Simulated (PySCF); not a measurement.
Simulated C 1s region for CF2Cl-CCl3 (`FC(F)(Cl)C(Cl)(Cl)Cl`), binding energy against the vacuum level.

Every computed line was given a Gaussian of 1.0 eV full width at half maximum and an area set by the number of equivalent atoms; the highest printed point is 100. Theory: PySCF 2.14.0, delta-SCF UKS SCAN, pcX-2 on the ionised atom, pcseg-1 elsewhere, spin-free X2C.

```json
{"binding energy (eV)": "294.6", "intensity": "0"}
{"binding energy (eV)": "294.7", "intensity": "0"}
{"binding energy (eV)": "294.8", "intensity": "1"}
{"binding energy (eV)": "294.9", "intensity": "2"}
{"binding energy (eV)": "295.0", "intensity": "4"}
{"binding energy (eV)": "295.1", "intensity": "6"}
{"binding energy (eV)": "295.2", "intensity": "11"}
{"binding energy (eV)": "295.3", "intensity": "17"}
{"binding energy (eV)": "295.4", "intensity": "26"}
{"binding energy (eV)": "295.5", "intensity": "38"}
{"binding energy (eV)": "295.6", "intensity": "51"}
{"binding energy (eV)": "295.7", "intensity": "65"}
{"binding energy (eV)": "295.8", "intensity": "79"}
{"binding energy (eV)": "295.9", "intensity": "90"}
{"binding energy (eV)": "296.0", "intensity": "98"}
{"binding energy (eV)": "296.1", "intensity": "100"}
{"binding energy (eV)": "296.2", "intensity": "97"}
{"binding energy (eV)": "296.3", "intensity": "89"}
{"binding energy (eV)": "296.4", "intensity": "77"}
{"binding energy (eV)": "296.5", "intensity": "63"}
{"binding energy (eV)": "296.6", "intensity": "49"}
{"binding energy (eV)": "296.7", "intensity": "36"}
{"binding energy (eV)": "296.8", "intensity": "26"}
{"binding energy (eV)": "296.9", "intensity": "18"}
{"binding energy (eV)": "297.0", "intensity": "14"}
{"binding energy (eV)": "297.1", "intensity": "12"}
{"binding energy (eV)": "297.2", "intensity": "14"}
{"binding energy (eV)": "297.3", "intensity": "19"}
{"binding energy (eV)": "297.4", "intensity": "27"}
{"binding energy (eV)": "297.5", "intensity": "38"}
{"binding energy (eV)": "297.6", "intensity": "51"}
{"binding energy (eV)": "297.7", "intensity": "65"}
{"binding energy (eV)": "297.8", "intensity": "78"}
{"binding energy (eV)": "297.9", "intensity": "90"}
{"binding energy (eV)": "298.0", "intensity": "97"}
{"binding energy (eV)": "298.1", "intensity": "100"}
{"binding energy (eV)": "298.2", "intensity": "97"}
{"binding energy (eV)": "298.3", "intensity": "89"}
{"binding energy (eV)": "298.4", "intensity": "78"}
{"binding energy (eV)": "298.5", "intensity": "64"}
{"binding energy (eV)": "298.6", "intensity": "50"}
{"binding energy (eV)": "298.7", "intensity": "37"}
{"binding energy (eV)": "298.8", "intensity": "25"}
{"binding energy (eV)": "298.9", "intensity": "17"}
{"binding energy (eV)": "299.0", "intensity": "10"}
{"binding energy (eV)": "299.1", "intensity": "6"}
{"binding energy (eV)": "299.2", "intensity": "3"}
{"binding energy (eV)": "299.3", "intensity": "2"}
{"binding energy (eV)": "299.4", "intensity": "1"}
{"binding energy (eV)": "299.5", "intensity": "0"}
```

**Question.** How many maxima does the curve show, and how many computed lines lie under it?

**Answer.** The curve has 2 maxima (at 296.1 and 298.1 eV). Under it lie 2 lines from 2 inequivalent carbon sites.

**Question.** Decompose the envelope and assign each component. Numbering: `[F:1][C:2]([F:3])([Cl:4])[C:5]([Cl:6])([Cl:7])[Cl:8]`.

**Answer.** 
```tsv
position (eV)	relative area	line	atoms	environment
296.09	1	C 1s	C5	CCl3 carbon
298.10	1	C 1s	C2	CF2 carbon
```

**Question.** What are the centre and the root-mean-square width of the whole band?

**Answer.** The area-weighted mean of the lines is 297.10 eV. Their own spread about it is 1.00 eV (rms) and each Gaussian has σ = 1.0/2.355 = 0.42 eV; the variances add, which gives 1.09 eV.

**Question.** Above which line width would these two lines show one maximum?

**Answer.** Two equal Gaussians merge once their distance is under 2σ = FWHM/1.177. With 2.00 eV between them that is a full width over 2.35 eV.

The listed C 1s values span 2.01 eV, from C5 (bonded to 3 Cl and C) to C2 (bonded to 2 F, Cl and C). Summing the Pauling electronegativity differences to the bonded atoms, each weighted by its formal bond order, gives +1.83 for the lowest site and +3.47 for the highest.

The curve has no shake-up lines and no vibrational structure. Isolated species at its PBE0-D3(BJ)/def2-SVP geometry, gas phase.

Conformer computed: `[F:1][C:2]([F:3])([Cl:4])[C:5]([Cl:6])([Cl:7])[Cl:8]`: F1–C2–C5–Cl6 -60°.
